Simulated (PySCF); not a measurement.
# `OC[C@H]1C[C@@H](Cl)[C@@H]1Br`, C5H8BrClO

Molfile (atoms numbered from 1):
```
C5H8BrClO
     RDKit          3D

 16 16  0  0  0  0  0  0  0  0999 V2000
    1.9235    0.8498   -0.4266 O   0  0  0  0  0  0  0  0  0  0  0  0
    1.4534   -0.4014   -0.8480 C   0  0  0  0  0  0  0  0  0  0  0  0
   -0.0128   -0.6585   -0.4868 C   0  0  1  0  0  0  0  0  0  0  0  0
   -0.3263   -0.7280    1.0221 C   0  0  0  0  0  0  0  0  0  0  0  0
   -1.1880    0.5363    0.9034 C   0  0  1  0  0  0  0  0  0  0  0  0
   -0.5520    1.9405    1.7960 Cl  0  0  0  0  0  0  0  0  0  0  0  0
   -0.9026    0.5908   -0.6007 C   0  0  2  0  0  0  0  0  0  0  0  0
   -2.4791    0.3861   -1.7177 Br  0  0  0  0  0  0  0  0  0  0  0  0
    1.7828    0.9498    0.5232 H   0  0  0  0  0  0  0  0  0  0  0  0
    2.0641   -1.2160   -0.4301 H   0  0  0  0  0  0  0  0  0  0  0  0
    1.5713   -0.4029   -1.9348 H   0  0  0  0  0  0  0  0  0  0  0  0
   -0.3740   -1.5190   -1.0496 H   0  0  0  0  0  0  0  0  0  0  0  0
    0.5383   -0.6223    1.6743 H   0  0  0  0  0  0  0  0  0  0  0  0
   -0.8877   -1.6092    1.3248 H   0  0  0  0  0  0  0  0  0  0  0  0
   -2.2354    0.4281    1.1829 H   0  0  0  0  0  0  0  0  0  0  0  0
   -0.3830    1.4850   -0.9438 H   0  0  0  0  0  0  0  0  0  0  0  0
  1  2  1  0
  2  3  1  0
  3  4  1  0
  4  5  1  0
  5  6  1  0
  5  7  1  0
  7  8  1  0
  7  3  1  0
  1  9  1  0
  2 10  1  0
  2 11  1  0
  3 12  1  6
  4 13  1  0
  4 14  1  0
  5 15  1  6
  7 16  1  1
M  END
```

Level of theory: TDDFT B3LYP/def2-SVPD circular dichroism and optical rotation, one conformer, gas phase in PySCF. Geometry: GFN2-xTB.

The molecule is flexible and this is one conformer; a measurement averages over conformers. The calculation is non-relativistic, which matters for the atoms heavier than Zn.

Question: Draw the ECD and absorption spectra from the lowest 8 states, each a Gaussian of half-width 0.25 eV at 1/e height.

Answer: 
| E (eV) | λ (nm) | Δε (L mol⁻¹ cm⁻¹) | ε (L mol⁻¹ cm⁻¹) |
| --- | --- | --- | --- |
| 5.14 | 241 | +0.06 | 4.61 |
| 5.29 | 234 | +0.45 | 40.1 |
| 5.44 | 228 | +1.57 | 184 |
| 5.59 | 222 | +2.42 | 452 |
| 5.74 | 216 | +1.40 | 601 |
| 5.89 | 210 | +0.01 | 428 |
| 6.04 | 205 | +0.02 | 173 |
| 6.19 | 200 | +1.03 | 120 |
| 6.34 | 195 | +1.77 | 368 |
| 6.49 | 191 | -0.18 | 1140 |
| 6.64 | 187 | -1.70 | 2390 |
| 6.79 | 182 | +7.72 | 3030 |
| 6.94 | 179 | +24.57 | 2440 |

Δε uses R in velocity form, ε uses f in length form. Only the states computed contribute, so the short-wavelength end is incomplete.
